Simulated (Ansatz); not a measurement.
# One elementary step

Start structure (GeH5Br, closed shell), relaxed at PBE0-D4/def2-TZVP:

```
7
angstrom
Ge -0.2993 -1.1647 0.0100
Br 1.8492 -0.4295 0.4366
H -0.2217 -2.1037 -1.1974
H -1.1489 0.0739 -0.2874
H -0.7820 -1.8965 1.2657
H 0.5452 2.4865 -0.0421
H 0.0575 3.0338 -0.1855
```

The step: GeH₃Br ([GeH3][Br]) + H₂ → GeH₄ + HBr; bonds formed: Ge1–H7, Br2–H6; bonds broken: Ge1–Br2, H6–H7. Ansatz 0.2.0; basis: def2-TZVPP and def2-QZVPP; cores frozen in the correlated methods. Filled d shells of the heavier atoms are correlated. The def2 sets are not built for correlating such inner shells, so the correlated values are less sure here. Extrapolation: Hartree–Fock as exp(−7.88 √X), correlation as X^−2.97. Energies below are by CCSD(T) at an estimated basis limit (MP2 extrapolated from triple and quadruple zeta, plus CCSD(T) − MP2 in triple zeta).

Question: What are the electronic barrier and the energy of the step, from the start structure to the end structure? (To be estimated.)

Answer: The calculation gives: Barrier 229.0 kJ/mol; step energy 56.4 kJ/mol (uphill); reverse barrier, their difference, 172.5 kJ/mol. Barrier and step energy count from the start structure, the reverse barrier from the end structure.

The saddle point: One imaginary mode of 908i cm⁻¹.
```tsv
pair	start (Å)	saddle (Å)	end (Å)
Ge1–H7	4.22	1.84	1.54
Br2–H6	3.23	1.94	1.42
Ge1–Br2	2.31	2.81	4.29
H6–H7	0.75	0.87	2.11
```

Zero-point energy (harmonic, PBE0-D4): ZPE is 92.9 kJ/mol at the start and 97.0 kJ/mol at the saddle, so the barrier goes from 229.0 to 233.1 kJ/mol.

No T1 diagnostic of these runs exceeds 0.011.

Labels in which every atom is bracketed show which atoms are joined, not bond orders.

For scale, one of the runs: CCSD(T)/def2-TZVPP, 166 basis functions (an equivalent command: `ansatz run in.yaml --threads 4`). Time: 52 s of wall clock on 4 CPU threads; the host was shared. Peak host memory: 1.4 GiB.
